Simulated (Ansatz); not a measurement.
GeH3(NHMe) (CH₇GeN): single points at one geometry.

```yaml
crystal:
  periodic: [false, false, false]
  atoms:
    - {symbol: Ge, position_ang: [0.519895, 1.014313, 0.889564]}
    - {symbol: H, position_ang: [0.751057, 0.921802, 2.407531]}
    - {symbol: H, position_ang: [1.831014, 1.302805, 0.135057]}
    - {symbol: H, position_ang: [-0.475098, 2.168058, 0.593506]}
    - {symbol: N, position_ang: [-0.069988, -0.635410, 0.346639]}
    - {symbol: C, position_ang: [-0.400923, -0.870459, -1.039165]}
    - {symbol: H, position_ang: [-0.737572, -1.059236, 0.983435]}
    - {symbol: H, position_ang: [-1.328832, -0.375386, -1.394287]}
    - {symbol: H, position_ang: [0.418891, -0.515932, -1.686197]}
    - {symbol: H, position_ang: [-0.508444, -1.950534, -1.236084]}
basis:
  gaussian: {orbitals: def2-TZVP, initial_orbitals: start.molden}
hamiltonian: {xc: {name: wB97X-V}}
scf: {omitted_lower_state_checks: [starts]}
output: {orbitals: {seedname: orbitals}}
```

The file start.molden holds the orbitals of an earlier run on this structure, at another level or in another basis.

```sh
$ ansatz run in.yaml --threads 4 --pin off --events-out ev --progress --plain --max-ram 3916MiB
```

Shortened log:

```
Functional definition: wB97X-V
1032 factors; their error is unknown
280 factors; integrals over basis functions are off by at most 9.0e-6 eV
mean field evaluation 1: about -59153.9983 eV, gradient 6.6e0 eV
mean field evaluation 2: about -59154.0408 eV, gradient 6.1e-2 eV
mean field evaluation 4: about -59154.2164 eV, gradient 1.5e-4 eV
mean field -59154.21642176 eV, -2173.8773573315 hartree, gradient 1.2e-5 eV, S^2 0.000000; 0 other end points of the search recorded, 0 dependent functions left out
reference -59154.21641978 eV, -2173.8773572589 hartree; 26, 26 occupied and 126, 126 virtual orbitals, 1032 factors
Total energy: -59154.21641978 eV, -2173.8773572589 hartree
Checks for a lower state left out: starts
```

Run time 4.5 s (4 threads of Arm Neoverse V1 on a shared host).

As the first input, with `gaussian: {orbitals: def2-TZVPP, initial_orbitals: start.molden}`, `correlation: {method: ccsd_t}` and without the key `hamiltonian` (abridged; 77 s):

```
Functional definition: HF
mean field -59097.33935279 eV, -2171.7871635996 hartree, gradient 3.3e-6 eV, S^2 0.000000
11 core orbitals not correlated: weight in the atoms' cores, before any rotation towards them, 1.000 or more for the frozen orbitals, at most 0.000 for the correlated occupied ones
second order -17.97587499 eV of doubles, -0.00000000 eV of singles
cycle   1  -18.23605143 eV  change   -2.6e-1 eV  update   9.3e-2
cycle   2  -18.78610368 eV  change   -5.5e-1 eV  update   2.7e-2
cycle   3  -18.85929008 eV  change   -7.3e-2 eV  update   1.2e-2
cycle   4  -18.85261786 eV  change    6.7e-3 eV  update   2.7e-3
cycle   5  -18.85287272 eV  change   -2.5e-4 eV  update   1.1e-3
cycle   6  -18.85274963 eV  change    1.2e-4 eV  update   3.4e-4
cycle   7  -18.85265731 eV  change    9.2e-5 eV  update   1.5e-4
cycle   8  -18.85266909 eV  change   -1.2e-5 eV  update   6.1e-5
cycle   9  -18.85267549 eV  change   -6.4e-6 eV  update   2.1e-5
perturbative correction -0.67554898 eV, -0.0248259671 hartree
Total energy: -59116.86757725 eV, -2172.5048126120 hartree
Checks for a lower state left out: starts
```

As the first input, with `gaussian: {orbitals: def2-SVP, initial_orbitals: start.molden}`, `hamiltonian: {xc: pbe, dispersion: d4}` (abridged; 0.7 s):

```
Functional definition: PBE
mean field -59137.72715703 eV, -2173.2713880296 hartree, gradient 2.5e-5 eV, S^2 0.000000
Total energy: -59137.88559335 eV, -2173.2772104571 hartree
Checks for a lower state left out: starts
```

First input, but with `correlation: {method: mp2}` and without the key `hamiltonian` (abridged; 1.1 s):

```
Functional definition: HF
mean field -59097.27211703 eV, -2171.7846927311 hartree, gradient 2.6e-6 eV, S^2 0.000000
11 core orbitals not correlated: weight in the atoms' cores, before any rotation towards them, 1.000 or more for the frozen orbitals, at most 0.000 for the correlated occupied ones
second order -17.39086502 eV of doubles, -0.00000000 eV of singles
Total energy: -59114.66298205 eV, -2172.4237952326 hartree
Checks for a lower state left out: starts
```

First input, but with `hamiltonian: {xc: {name: LC-wPBE, parameters: {omega: 0.3/bohr}}}` (abridged; 1.4 s):

```
Functional definition: LC-wPBE
mean field -59150.33927492 eV, -2173.7348748135 hartree, gradient 1.4e-5 eV, S^2 0.000000
Total energy: -59150.33927494 eV, -2173.7348748140 hartree
Checks for a lower state left out: starts
```

The first input with `gaussian: {orbitals: def2-TZVPD, initial_orbitals: start.molden}`, `hamiltonian: {xc: pbe, dispersion: d4}` (abridged; 1.6 s):

```
Functional definition: PBE
mean field -59147.93713236 eV, -2173.6465977027 hartree, gradient 7.9e-6 eV, S^2 0.000000
Total energy: -59148.09557903 eV, -2173.6524205102 hartree
Checks for a lower state left out: starts
```

The first input with `hamiltonian: {xc: {name: LC-wPBE, parameters: {omega: 0.1/bohr}}}` (abridged; 1.8 s):

```
Functional definition: LC-wPBE
mean field -59148.42643804 eV, -2173.6645793545 hartree, gradient 1.3e-5 eV, S^2 0.000000
Total energy: -59148.42643817 eV, -2173.6645793594 hartree
Checks for a lower state left out: starts
```

Geometry: PBE0-D4/def2-SVP.

Correlated methods freeze 11 core orbitals; core or outer-core shells of Ge are correlated, in sets that lack core-valence functions.
